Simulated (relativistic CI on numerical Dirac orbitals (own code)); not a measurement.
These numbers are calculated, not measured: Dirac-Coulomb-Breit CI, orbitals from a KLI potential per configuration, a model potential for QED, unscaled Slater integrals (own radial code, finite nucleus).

CI space (outside the closed core [Ne]): 3s²3p⁴, 3s3p⁵, 3s²3p³3d, 3p⁶, 3s3p⁴3d, 3p⁵3d, 3s3p³3d², 3s²3p²3d4p, 3p⁵4s, 3s²3p³4s, 3p⁵4p, 3s3p³3d4s, 3s²3p³4p, 3s²3p³4d, 3s3p⁴4s, 3p⁴3d4p, 3s²3p³4f, 3s3p⁴4p, 3s3p⁴4d, 3s3p⁴4f, 3s²3p³5s, 3s²3p³5p, 3s²3p³5d, 3s²3p²4s4p, 3s²3p³5f, 3s²3p³5g, 3s3p³4s², 3s3p⁴5s, 3s3p⁴5p, 3s²3p²3d², 3s²3p3d³, 3s3p²3d³, 3s²3p3d²4s, 3s²3p3d²4p, 3s²3p3d²4d, 3p⁴3d², 3p³3d³, 3p³3d²4s, 3p³3d²4p, 3p³3d²4d, 3s²3p²3d4s, 3s3p²3d²4s, 3s²3p3d4s², 3s²3p3d4s4p, 3s²3p3d4s4d, 3p⁴3d4s, 3p³3d4s², 3p³3d4s4p, 3p³3d4s4d, 3s²3p²4s², 3s3p²3d4s², 3s²3p4s²4p, 3s²3p4s²4d, 3s²3p²4p², 3s²3p3d4p², 3s3p²3d4p², 3s²3p4s4p², 3s²3p4p³, 3s²3p4p²4d. Double excitations out of closed p, d and f shells are left out; levels of such configurations are missing from the list, as are those of other unlisted configurations, and high levels can miss mixing partners. These lack a partner that the ground configuration has and come out too high: 3s²3p³4f, 3s3p⁴4p, 3s3p⁴4d, 3s3p⁴4f, 3s²3p³5s.

At this charge energies of transitions that change n are usually good to better than 1 %, and those within a shell (Δn = 0) to a few per cent.

Outline of the computed level scheme of Rb XXII. Lowest level of each configuration: 3s²3p⁴ ³P2 at 0.000 eV; 3s3p⁵ ³P°2 at 72.130 eV; 3s²3p³3d ⁵D°2 at 90.830 eV.

Some strong electric-dipole decays among the lowest 45 levels: 3s²3p³3d ³P°0 → 3s²3p⁴ ³P1 (2.8e+11 s⁻¹); 3s²3p³3d ³D°3 → 3s²3p⁴ ³P2 (2.4e+11 s⁻¹); 3s²3p³3d ³P°1 → 3s²3p⁴ ³P2 (2.2e+11 s⁻¹); 3s²3p³3d ³D°1 → 3s²3p⁴ ³P1 (1.8e+11 s⁻¹); 3s²3p³3d ³D°2 → 3s²3p⁴ ³P1 (1.7e+11 s⁻¹); 3s²3p³3d ¹D°2 → 3s²3p⁴ ¹D2 (1.6e+11 s⁻¹); 3s²3p³3d ³P°2 → 3s²3p⁴ ³P2 (1.4e+11 s⁻¹); 3s²3p³3d ¹P°1 → 3s²3p⁴ ³P0 (1.4e+11 s⁻¹).

LS names give the leading component of a level, which can be under half, so a name can repeat, a term be missing and a line seem to break the LS rules.
